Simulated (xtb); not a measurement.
C5H15SSi2, doublet, from a rough starting geometry; GFN2-xTB (xtb 6.7.1).

Here is a job for xtb.
```
$ xtb mol.xyz --gfn 2 --uhf 1 --opt vtight --json

# file mol.xyz
23

C      2.75747120     1.71476115    -0.10992640
Si     1.90419259     0.03763790    -0.29459058
C      3.15744853    -1.35785133    -0.09263356
S      0.41668722    -0.12021044     1.26484947
Si    -1.58183041    -0.07608251     0.27471256
C     -1.35786109     0.68180592    -1.53258354
C     -2.02921715    -1.94266147     0.04630971
C     -2.75261179     0.85905541     1.33254239
H      2.01494398     2.56972823    -0.30053861
H      3.12728458     1.82857009     0.82996768
H      3.56175491     1.90312267    -0.93331367
H      3.21708896    -2.02337927    -0.88507271
H      4.20114884    -0.98048689     0.13295935
H      2.91509891    -1.94212611     0.83147263
H     -0.71091348     0.18751146    -2.07272442
H     -0.98993079     1.73337414    -1.37029968
H     -2.36372006     0.72613301    -1.94677069
H     -2.04279863    -2.46781524     1.03475327
H     -3.07775362    -1.99841900    -0.35141785
H     -1.38180443    -2.47171951    -0.58234358
H     -3.74802136     0.94766831     0.94011517
H     -2.83824004     0.42338872     2.33600190
H     -2.41256469     1.85455493     1.46194323
```

The log (banner, timings and long lists left out):

```
   ID    Z sym.   atoms
    1    6 C      1, 3, 6-8
    2   14 Si     2, 5
    3   16 S      4
    4    1 H      9-23

           -------------------------------------------------
          |                Calculation Setup                |
           -------------------------------------------------

           -------------------------------------------------
          |                 G F N 2 - x T B                 |
           -------------------------------------------------

          ...................................................
          :                      SETUP                      :
          :.................................................:
          :  # basis functions                  65          :
          :  # atomic orbitals                  62          :
          :  # shells                           34          :
          :  # electrons                        49          :
          :  max. iterations                   250          :
          :  Hamiltonian                  GFN2-xTB          :
          :  restarted?                      false          :
          :  GBSA solvation                  false          :
          :  PC potential                    false          :
          :  electronic temp.          300.0000000     K    :
          :  accuracy                    1.0000000          :
          :  -> integral cutoff          0.2500000E+02      :
          :  -> integral neglect         0.1000000E-07      :
          :  -> SCF convergence          0.1000000E-05 Eh   :
          :  -> wf. convergence          0.1000000E-03 e    :
          :  Broyden damping             0.4000000          :
          :  net charge                          0          :
          :  unpaired electrons                  1          :
          ...................................................

 iter      E             dE          RMSdq      gap      omega  full diag
   1    -25.1703308 -0.251703E+02  0.458E+00    2.97       0.0  T
   2    -25.3010518 -0.130721E+00  0.199E+00    2.54       1.0  T
   3    -25.3182895 -0.172377E-01  0.134E+00    3.22       1.0  T
   4    -25.3386491 -0.203595E-01  0.599E-01    2.83       1.0  T
   5    -25.3413049 -0.265583E-02  0.268E-01    3.07       1.0  T
   6    -25.3414565 -0.151640E-03  0.185E-01    3.01       1.0  T
   7    -25.3416165 -0.159983E-03  0.465E-02    3.09       1.0  T
   8    -25.3416242 -0.765508E-05  0.261E-02    3.08       1.0  T
   9    -25.3416252 -0.104641E-05  0.125E-02    3.08       1.7  T
  10    -25.3416256 -0.351974E-06  0.658E-03    3.08       3.2  T
  11    -25.3416256 -0.318124E-07  0.357E-03    3.08       5.8  T
  12    -25.3416256 -0.301244E-08  0.232E-03    3.08       9.0  T
  13    -25.3416256 -0.773585E-08  0.106E-03    3.08      19.6  T
  14    -25.3416256 -0.190439E-08  0.388E-04    3.08      53.7  T
  15    -25.3416256 -0.208953E-09  0.183E-04    3.08     113.7  T

   *** convergence criteria satisfied after 15 iterations ***

         :::::::::::::::::::::::::::::::::::::::::::::::::::::
         ::                     SUMMARY                     ::
         :::::::::::::::::::::::::::::::::::::::::::::::::::::
         :: total energy             -24.991442515466 Eh    ::
         :: gradient norm              0.223877107465 Eh/a0 ::
         :: HOMO-LUMO gap              3.082354158079 eV    ::
         ::.................................................::
         :: SCC energy               -25.341477412056 Eh    ::
         :: -> isotropic ES            0.043815363726 Eh    ::
         :: -> anisotropic ES          0.002963442138 Eh    ::
         :: -> anisotropic XC          0.013494401798 Eh    ::
         :: -> dispersion             -0.018658601088 Eh    ::
         :: repulsion energy           0.350034896590 Eh    ::
         :: add. restraining           0.000000000000 Eh    ::
         :: total charge              -0.000000000000 e     ::
         :::::::::::::::::::::::::::::::::::::::::::::::::::::

      -----------------------------------------------------------
     |                   =====================                   |
     |                        A N C O P T                        |
     |                   =====================                   |
     |               Approximate Normal Coordinate               |
     |                Rational Function Optimizer                |
      -----------------------------------------------------------
      -----------------------------------------------------------
     |                   =====================                   |
     |                        A N C O P T                        |
     |                   =====================                   |
     |               Approximate Normal Coordinate               |
     |                Rational Function Optimizer                |
      -----------------------------------------------------------

          ...................................................
          :                      SETUP                      :
          :.................................................:
          :   optimization level         verytight          :
          :   max. optcycles                   460          :
          :   ANC micro-cycles                  20          :
          :   degrees of freedom                63          :
          :.................................................:
          :   RF solver                   davidson          :
          :   write xtbopt.log                true          :
          :   linear?                        false          :
          :   energy convergence         0.1000000E-06 Eh   :
          :   grad. convergence          0.2000000E-03 Eh/α :
          :   maxmium RF displ.          1.0000000          :
          :   Hlow (freq-cutoff)         0.1000000E-01      :
          :   Hmax (freq-cutoff)         5.0000000          :
          :   S6 in model hess.         20.0000000          :
[...]
 * total energy  :   -25.0258184 Eh     change       -0.3565557E-06 Eh
 * total energy  :   -25.0258189 Eh     change       -0.4473105E-06 Eh
 * total energy  :   -25.0258194 Eh     change       -0.5103647E-06 Eh
 * total energy  :   -25.0258199 Eh     change       -0.4924608E-06 Eh
 * total energy  :   -25.0258203 Eh     change       -0.4252008E-06 Eh
 * total energy  :   -25.0258207 Eh     change       -0.3333150E-06 Eh
 * total energy  :   -25.0258209 Eh     change       -0.2507124E-06 Eh
 * total energy  :   -25.0258211 Eh     change       -0.2020649E-06 Eh
 * total energy  :   -25.0258213 Eh     change       -0.1874852E-06 Eh
 * total energy  :   -25.0258215 Eh     change       -0.1892245E-06 Eh
 * total energy  :   -25.0258217 Eh     change       -0.1993205E-06 Eh
 * total energy  :   -25.0258217 Eh     change       -0.2799652E-08 Eh
   *** GEOMETRY OPTIMIZATION CONVERGED AFTER 94 ITERATIONS ***
         :: total energy             -25.025821685340 Eh    ::
[...]
        18        2.0000           -0.4607320             -12.5372
        19        2.0000           -0.4083663             -11.1122
        20        2.0000           -0.4069521             -11.0737
        21        2.0000           -0.4038524             -10.9894
        22        2.0000           -0.3937489             -10.7145
        23        2.0000           -0.3850134             -10.4767
        24        2.0000           -0.3531346              -9.6093
        25        1.0000           -0.2918152              -7.9407 (HOMO)
        26                         -0.1680764              -4.5736 (LUMO)
        27                         -0.1582382              -4.3059
        28                         -0.1513170              -4.1175
        29                         -0.1365959              -3.7170
        30                         -0.1276106              -3.4725
        31                         -0.0966122              -2.6290
        32                         -0.0668220              -1.8183
        33                         -0.0347931              -0.9468
        34                         -0.0305543              -0.8314
        35                         -0.0128539              -0.3498
        36                          0.0002647               0.0072
       ...                                ...                  ...
        62                          0.6415627              17.4578
      -------------------------------------------------------------
                  HL-Gap            0.1237389 Eh            3.3671 eV
             Fermi-level           -0.2762104 Eh           -7.5161 eV

     #   Z          covCN         q      C6AA      α(0)
     1   6 C        3.648    -0.190    24.620     7.129
     2  14 Si       2.626     0.434   178.133    29.304
     3   6 C        3.649    -0.189    24.593     7.124
     4  16 S        1.743    -0.487   162.891    21.483
     5  14 Si       3.503     0.518   100.022    19.347
     6   6 C        3.649    -0.204    24.907     7.170
     7   6 C        3.649    -0.206    24.946     7.175
     8   6 C        3.650    -0.198    24.782     7.151
     9   1 H        0.925     0.035     2.514     2.480
    10   1 H        0.925     0.042     2.425     2.435
    11   1 H        0.925     0.026     2.645     2.543
    12   1 H        0.925     0.039     2.458     2.452
    13   1 H        0.925     0.025     2.666     2.553
    14   1 H        0.925     0.042     2.416     2.431
    15   1 H        0.925     0.032     2.559     2.502
    16   1 H        0.925     0.034     2.524     2.484
    17   1 H        0.925     0.029     2.600     2.522
    18   1 H        0.925     0.039     2.466     2.456
    19   1 H        0.925     0.030     2.586     2.515
    20   1 H        0.925     0.036     2.499     2.472
    21   1 H        0.925     0.029     2.594     2.519
    22   1 H        0.925     0.042     2.423     2.434
    23   1 H        0.925     0.042     2.423     2.434

 Mol. C6AA /au·bohr⁶  :       7054.879818
 Mol. C8AA /au·bohr⁸  :     247849.216685
 Mol. α(0) /au        :        143.114231

Wiberg/Mayer (AO) data.
largest (>0.10) Wiberg bond orders for each atom

 ---------------------------------------------------------------------------
     #   Z sym  total        # sym  WBO       # sym  WBO       # sym  WBO
 ---------------------------------------------------------------------------
     1   6 C    3.982 --    11 H    0.993     9 H    0.987    10 H    0.978
                             2 Si   0.899
     2  14 Si   2.846 --     4 S    0.932     3 C    0.900     1 C    0.899
     3   6 C    3.982 --    13 H    0.994    12 H    0.988    14 H    0.978
                             2 Si   0.900
     4  16 S    2.121 --     2 Si   0.932     5 Si   0.917
     5  14 Si   3.689 --     4 S    0.917     8 C    0.898     7 C    0.883
                             6 C    0.878
     6   6 C    3.981 --    17 H    0.992    16 H    0.989    15 H    0.987
                             5 Si   0.878
     7   6 C    3.982 --    19 H    0.992    18 H    0.988    20 H    0.985
                             5 Si   0.883
     8   6 C    3.984 --    21 H    0.990    22 H    0.986    23 H    0.985
                             5 Si   0.898
     9   1 H    0.999 --     1 C    0.987
    10   1 H    0.998 --     1 C    0.978
    11   1 H    0.999 --     1 C    0.993
    12   1 H    0.998 --     3 C    0.988
    13   1 H    0.999 --     3 C    0.994
    14   1 H    0.998 --     3 C    0.978
    15   1 H    0.999 --     6 C    0.987
    16   1 H    0.999 --     6 C    0.989
    17   1 H    0.999 --     6 C    0.992
    18   1 H    0.998 --     7 C    0.988
    19   1 H    0.999 --     7 C    0.992
    20   1 H    0.999 --     7 C    0.985
    21   1 H    0.998 --     8 C    0.990
    22   1 H    0.998 --     8 C    0.986
    23   1 H    0.998 --     8 C    0.985
 ---------------------------------------------------------------------------

Topologies differ in total number of bonds
Writing topology from bond orders to xtbtopo.mol

molecular dipole:
                 x           y           z       tot (Debye)
 q only:       -0.047      -0.381      -0.935
   full:       -0.137      -0.086      -0.928       2.395
molecular quadrupole (traceless):
                xx          xy          yy          xz          yz          zz
 q only:        3.751      -0.964       0.092      -2.168       0.156      -3.843
  q+dip:        6.237       0.779       0.240      -0.858      -1.257      -6.477
   full:        7.421       0.604      -0.765      -1.238      -1.318      -6.656

optimized geometry written to: xtbopt.xyz

           -------------------------------------------------
          | TOTAL ENERGY              -25.025821685340 Eh   |
          | GRADIENT NORM               0.000030401486 Eh/α |
          | HOMO-LUMO GAP               3.367105883365 eV   |
           -------------------------------------------------
```
